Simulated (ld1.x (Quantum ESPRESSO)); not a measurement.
## What one change does to a pseudopotential (Ru (Z = 44), TM semilocal)

| Quantity | Value |
| --- | --- |
| Element | ruthenium |
| Generator | ld1.x (Quantum ESPRESSO) 7.5 |
| Type | norm-conserving Troullier–Martins (semilocal form) |
| Functional | PBE |
| Relativity | scalar-relativistic |
| Frozen core | [Kr] |
| Valence charge | 8 |
| Reference configuration | 4d7 5s1 5p0 |
| Partial waves | 5s (bound): rc 2.45 bohr; 5p (bound, empty): rc 4.00 bohr; 4d (bound): rc 1.95 bohr |
| Local potential | the d channel |
| Core correction | none |

All-electron outer shells of the reference configuration (PBE, scalar-relativistic, ld1.x):

```csv
shell,level (eV),outermost node (bohr),outermost maximum (bohr)
4s,-76.37,0.48,0.92
4p,-46.42,0.49,0.98
4d,-5.20,0.48,1.21
5s,-4.24,1.24,2.73
5p,-0.91,1.41,3.97
```

Change: wave 4d (bound): rc 1.95 bohr becomes 4d (bound): rc 1.66 bohr.

Cutoffs: the cutoffs (Ry, on a coarse ladder) from which the occupation-weighted sum of valence levels, in a spherical-Bessel basis at the reference potential, stays within 10 and 1 mRy of its value at 400 Ry; they do not see the model core or the augmentation charge, which bear on the density cutoff. Errors are all-electron minus pseudo energies relative to the spin-unpolarised reference configuration.

Problem. How do hardness, ghosts and transferability respond?

Solution. The potential gets harder (45 Ry and 55 Ry → 50 Ry and 60 Ry); of the 7 tests that both files solve, the error grows in 0 and shrinks in 1 by more than 15 % and 0.3 meV (median size 9.9 → 9.3 meV); the range in which the d phases agree widens (upper end 2.7 → at the end of the scan); neither file shows a bound ghost. A smaller radius makes the pseudo-wave follow the all-electron one further in, where it bends more sharply, so more plane waves are needed. A semilocal file is local in each channel, so a ghost entry of none says nothing of the separable form that plane-wave codes build from it.

```csv
quantity,base,changed
"cutoff, loose",45 Ry,50 Ry
"cutoff, tight",55 Ry,60 Ry
bound ghosts,none,none
"error for 4d7 5s0 5p0, meV [ΔE 7.29 eV]",+9.9,+9.3
"error for 4d6 5s0 5p0, meV [ΔE 25.48 eV]",+52,+56
"error for 4d5 5s0 5p0, meV [ΔE 56.10 eV]",-8.2,+4.8
"error for 4d6 5s2 5p0, meV [ΔE 1.70 eV]",-50,-51
"error for 4d7 5s0 5p1, meV [ΔE 3.46 eV]",+5.1,+5.0
"error for 4d7 5s0.5 5p0, meV [ΔE 2.86 eV]",+1.0,+0.9
"error for 4d6 5s1 5p0, meV [ΔE 10.11 eV]",-23,-21
s: phases at 4.36 bohr within 0.05 rad from the reference energy up to (Ry; the scan ends near 5),0.8,0.8
p: phases at 4.36 bohr within 0.05 rad from the reference energy up to (Ry; the scan ends near 5),1.1,1.1
d: phases at 4.36 bohr within 0.05 rad from the reference energy up to (Ry; the scan ends near 5),2.7,to the end of the scan
```
